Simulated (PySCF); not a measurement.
**Electronic structure of P⁺ (phosphorus, charge +1) at the UHF level**

Configuration: [Ne] 3s2 3p2, high-spin 3P determinant. Computed with PySCF 2.14 in aug-cc-pVDZ-DK (5s4p2d, 27 functions), with scalar relativity by spin-free X2C-1e.

| Quantity | Value |
| --- | --- |
| Total energy | -341.159399 hartree |
| One-electron energy | -466.8349 hartree |
| Hartree (Coulomb) energy | 148.1216 hartree |
| Exchange energy | -22.4460 hartree |
| ⟨S²⟩ | 2.0110 |
| ⟨L²⟩ | 2.032 |
| Sum of ⟨r⟩ | 12.10 bohr |
| Sum of ⟨r²⟩ | 21.00 bohr² |
| Traceless quadrupole moment −½Σ⟨3z² − r²⟩ along its main axis | 2.14 e·bohr² |
| Langevin diamagnetic susceptibility | -16.6 ×10⁻⁶ cm³/mol |
| Time after the integrals | 0.13 s of wall time on 1 thread of Neoverse-N1 (shared host) |

```tsv
shell	electrons	mean orbital energy (hartree)	spread (hartree)	rms radius, mean of both spins (bohr)
1s α	1	-80.61536	0	0.120
1s β	1	-80.59962	0	0.120
2s α	1	-7.96325	0	0.560
2s β	1	-7.94544	0	0.560
2p α	3	-5.82071	0.01476	0.539
2p β	3	-5.78965	0.02050	0.539
3s α	1	-1.14233	0	1.99
3s β	1	-0.93894	0	1.99
3p α	2	-0.72392	0	2.31
```

Densities and radii are taken from the X2C orbitals without a picture-change correction, which distorts them close to the nucleus.
